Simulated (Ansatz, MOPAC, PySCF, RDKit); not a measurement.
Pair of molecules: NH3 (SMILES N) (first 4 atoms) with N2 (SMILES N#N); geometry from B3LYP-D3(BJ)/def2-TZVP, rigid monomers moved along the line of their centres of mass till N1···N5 is 2.90 Å.
(charge 0, multiplicity 1):
```xyz
6

N     -0.15989     0.18570    -0.16590
H     -0.38509     0.33454    -1.14296
H      0.76479     0.56907    -0.00637
H     -0.09523    -0.81510    -0.01875
N      0.45464    -0.31402     2.62799
N     -0.25390     0.15301     3.31309
```

Counterpoise-corrected where a basis set is named; no monomer relaxation. Rows marked so take none. RDKit's UFF carries no charges.

Correlated levels freeze the cores. Rows in 6-31G*, STO-3G carry no dispersion term and start afresh at each structure (6-31G* with six Cartesian d functions). The state that PM3 reach isn't checked.

Codes used: Ansatz (a quantum-chemistry and plane-wave program); MOPAC for PM3 (differences of heats of formation); PySCF for 6-31G* rows, STO-3G rows, the dispersion terms; RDKit for the force fields. Values without a source in brackets are computed.

```tsv
level	interaction energy (kJ/mol)
UFF	2.2
PM3	5.9
HF/STO-3G (no counterpoise)	-0.9
HF/6-31G* (no counterpoise)	2.2
r2SCAN/def2-TZVPPD	-0.3
B3LYP/6-31G*	2.3
B3LYP-D3(BJ)/def2-TZVPPD	-0.7
wB97X-V/def2-TZVPPD	-0.6
CCSD(T)/aug-cc-pVDZ	…
```

Problem. Some entries are withheld; supply them.

Solution. 
- CCSD(T)/aug-cc-pVDZ, interaction energy (kJ/mol): 0.2
